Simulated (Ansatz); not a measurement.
`BN([SiH3])[SiH2]Cl` + `BNC` → `BN(C)[SiH2]Cl` + `BN[SiH3]` at 600 K and 1 bar (ligand exchange at the Si–N bond).

Isolated molecules relaxed with PBE0-D4/def2-TZVP in Ansatz; ΔE leaves out vibrations. CCSD(T)/CBS is the MP2 limit (def2-TZVPP, def2-QZVPP) plus CCSD(T) − MP2 in def2-TZVPP, frozen cores. One conformer a species, not always the lowest.

```
             species  CCSD(T)/CBS energy (Eh)  H − E (kJ/mol)  S (J/(mol·K))
`BN([SiH3])[SiH2]Cl`              -1121.76437           263.7          488.4
               `BNC`               -121.18426           242.2          328.7
     `BN(C)[SiH2]Cl`               -870.71740           291.0          452.8
          `BN[SiH3]`               -372.22946           214.2          364.4
```

H − E and S are ideal-gas, rigid-rotor, harmonic terms from PBE0-D4/def2-TZVP, for one conformer and one mirror image of each species. 1 Eh = 2625.50 kJ/mol, R = 8.31446 J/(mol·K).

**Question.** By hand: ΔE, ΔH, ΔS and ΔG.

**Answer.** ΔE = (-870.71740) + (-372.22946) − (-1121.76437) − (-121.18426) = 0.00177 Eh = 4.6 kJ/mol. Δ(H − E) = 291.0 + 214.2 − 263.7 − 242.2 = -0.7, so ΔH = 3.9 kJ/mol. ΔS = 452.8 + 364.4 − 488.4 − 328.7 = 0.1 J/(mol·K). ΔG = 3.9 − 600 × (0.1)/1000 = 3.8 kJ/mol.

**Question.** By hand: the equilibrium constant, and the temperature at which ΔG would vanish if ΔH and ΔS stayed fixed.

**Answer.** log₁₀ K = −ΔG/(RT ln 10) = -0.3. ΔG = 0 at ΔH/ΔS = 39000 K, far beyond where these terms or the molecules hold.

The number of gas molecules stays the same, so ΔS is small and ΔH decides. The sign of ΔG lies within the doubt. A doubt of 5 kJ/mol in ΔE shifts log₁₀ K by 0.4 here. Other conformers and mirror images would add mixing entropy, several J/(mol·K) or more a flexible species. Modes under 60 cm⁻¹, often nearly free rotors, make the harmonic entropy too high. These are equilibria of isolated gas molecules and say nothing of rates. Largest T1 diagnostic: 0.012 (customary marks: 0.02 for closed shells, 0.045 for open ones).
